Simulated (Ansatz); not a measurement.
Ansatz results at the PBE0-D4/def2-TZVP geometry: LUMO energy (ωB97M-V/def2-TZVPP) -0.46 eV; HOMO energy (B3LYP/def2-TZVPP) -6.56 eV; size of the dipole moment (ωB97M-V/def2-TZVPP) 1.08 D.

Each molecule was computed in one conformer, which needn't be the lowest.

Which molecule gave them?
A. `C[CH]([SiH3])[AlH][AlH2]`
B. `N=C=N`
C. `[F][In]1[CH2][SiH2][NH]1`
D. `C=[CH][AlH][NH2]`

A. The others give `[F][In]1[CH2][SiH2][NH]1`: 0.01, -7.01, 1.29; `C=[CH][AlH][NH2]`: 0.83, -7.08, 1.10; `N=C=N`: 2.29, -8.04, 2.06.

B3LYP here is the variant with VWN-RPA as its local correlation; programs differ in this.
